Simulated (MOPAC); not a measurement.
Input for MOPAC: PM6 on ZrGa, 2S+1 = 6, a spin state set in the input, which need not be the lowest, a point of a bond scan (R = 2.680 Å).

```
PM6 1SCF PRECISE CHARGE=0 UHF MS=2.5 THREADS=1
GaZr

Zr     0.00000000 1     0.00000000 1     0.00000000 1
Ga     0.00000000 1     0.00000000 1     2.67962300 1
```

It printed:

```
*******************************************************************************
 **                                                                           **
 **                              MOPAC v23.2.5                                **
 **                                                                           **
 *******************************************************************************
 ** MOPAC's Digital Object Identifier: https://doi.org/10.5281/zenodo.6511958 **
 **                                                                           **
 ** Please cite the open-source release paper for use of this MOPAC version:  **
 ** J. E. Moussa and J. J. P. Stewart (2026)                                  **
 ** MOPAC: An open-source semiempirical molecular orbital program             **
 ** J. Open Source Softw., 11(119), 8025, https://doi.org/10.21105/joss.08025 **
 *******************************************************************************

                              PM6 CALCULATION RESULTS

 *******************************************************************************
 *  PM6        - The PM6 Hamiltonian to be used
 *  UHF        - UNRESTRICTED HARTREE-FOCK CALCULATION
 *
 *
 *
 *                 CHARGE ON SYSTEM = 0
 *
 *
 *
 *  MS=        - IN MECI, MAGNETIC COMPONENT OF SPIN =  2.5
 *  PRECISE    - TIGHTER CRITERIA TO BE USED
 *  1SCF       - DO 1 SCF AND THEN STOP
 *  THREADS=1  - MULTI-THREADING NOT USED
 *  T=         - A TIME OF 172800.0 SECONDS REQUESTED
 *  DUMP=N     - RESTART FILE WRITTEN EVERY 7200.0 SECONDS REQUESTED
 *******************************************************************************
PM6 1SCF PRECISE CHARGE=0 UHF MS=2.5 THREADS=1
 GaZr

   ATOM   CHEMICAL          X               Y               Z
  NUMBER   SYMBOL      (ANGSTROMS)     (ANGSTROMS)     (ANGSTROMS)

     1      Zr          0.00000000  *   0.00000000  *   0.00000000  *
     2      Ga          0.00000000  *   0.00000000  *   2.67962300  *



          CARTESIAN COORDINATES

    NO.       ATOM           X           Y           Z

     1        Zr          0.0000      0.0000      0.0000
     2        Ga          0.0000      0.0000      2.6796

 General Reference for PM6:
 "Optimization of Parameters for Semiempirical Methods V: Modification of NDDO Approximations
 and Application to 70 Elements", J. J. P. Stewart, J. Mol. Mod., 13, 1173-1213 (2007)
 URL: https://link.springer.com/article/10.1007/s00894-007-0233-4

           Empirical Formula: Zr Ga  =     2 atoms



      MOLECULAR POINT GROUP   :   C*v


          UHF CALCULATION, NO. OF ALPHA ELECTRONS =    6
                           NO. OF BETA  ELECTRONS =    1

 -------------------------------------------------------------------------------
 PM6 1SCF PRECISE CHARGE=0 UHF MS=2.5 THREADS=1
 GaZr



     1SCF WAS SPECIFIED, SO BFGS WAS NOT USED
     SCF FIELD WAS ACHIEVED


                              PM6 CALCULATION
                                                       MOPAC v23.2.5 Linux




          FINAL HEAT OF FORMATION =        135.01948 KCAL/MOL =     564.92152 KJ/MOL


          COSMO AREA              =        153.09 SQUARE ANGSTROMS
          COSMO VOLUME            =        172.00 CUBIC ANGSTROMS

          IONIZATION POTENTIAL    =          5.708024 EV
          ALPHA SOMO LUMO (EV)    =         -5.708 -0.235
          BETA  SOMO LUMO (EV)    =        -11.986 -0.958
          NO. OF ALPHA ELECTRONS  =          6
          NO. OF BETA  ELECTRONS  =          1
          MOLECULAR WEIGHT        =        160.9550         POINT GROUP:  C*v

          MOLECULAR DIMENSIONS (Angstroms)

            Atom       Atom       Distance
           Ga     2   Zr     1     2.67962
           Ga     2   Zr     1     0.00000
           Zr     1   Ga     2     0.00000


          SCF CALCULATIONS        =          1





   ATOM   CHEMICAL          X               Y               Z
  NUMBER   SYMBOL      (ANGSTROMS)     (ANGSTROMS)     (ANGSTROMS)

     1      Zr          0.00000000  *   0.00000000  *   0.00000000  *
     2      Ga          0.00000000  *   0.00000000  *   2.67962300  *

                             CARTESIAN COORDINATES

   1   Zr        0.000000000     0.000000000     0.000000000
   2   Ga        0.000000000     0.000000000     2.679623000


           Empirical Formula: Zr Ga  =     2 atoms



      MOLECULAR POINT GROUP   :   C*v


          ALPHA EIGENVALUES
 -13.97911  -7.23575  -6.17408  -5.71931  -5.71931  -5.70802  -0.23476  -0.23476
   0.19678   0.71543   2.09984   2.09984   4.53109


           BETA EIGENVALUES
 -11.98619  -0.95810   0.48650   0.48650   0.94234   1.72799   1.80962   1.80962
   2.04753   2.43417   3.29371   3.29371   5.04221


              NET ATOMIC CHARGES AND DIPOLE CONTRIBUTIONS

  ATOM NO.   TYPE          CHARGE      No. of ELECS.   s-Pop       p-Pop       d-Pop
    1         Zr          -0.017661        4.0177     1.00148     0.42590     2.59029
    2         Ga           0.017661        2.9823     1.76276     1.21958
 DIPOLE           X         Y         Z       TOTAL
 POINT-CHG.     0.000     0.000     0.227     0.227
 HYBRID         0.000     0.000    -4.538     4.538
 SUM            0.000     0.000    -4.311     4.311


          ATOMIC ORBITAL ELECTRON POPULATIONS

     Atom    s        px        py        pz      x^2-y^2     xz        z^2       yz        xy
    1 Zr   1.00148   0.03642   0.03642   0.35306   1.00000   0.69926   0.19177   0.69926   0.00000
    2 Ga   1.76276   0.26432   0.26432   0.69093


                    (SZ)    =    2.500000
                    (S**2)  =    8.753672


          ATOMIC ORBITAL SPIN POPULATIONS

    Atom   Total    s     px     py     pz   x^2-y^2  xz     z^2    yz     xy
         Atomic
    1 Zr  3.7473  0.998  0.036  0.036  0.185  1.000  0.699  0.093  0.699  0.000
    2 Ga  1.2527  0.063  0.264  0.264  0.661

 **********************
 *                    *
 * JOB ENDED NORMALLY *
 *                    *
 **********************




 == MOPAC DONE ==
```

The run finished.

Cost: roughly 0.03 core-seconds.
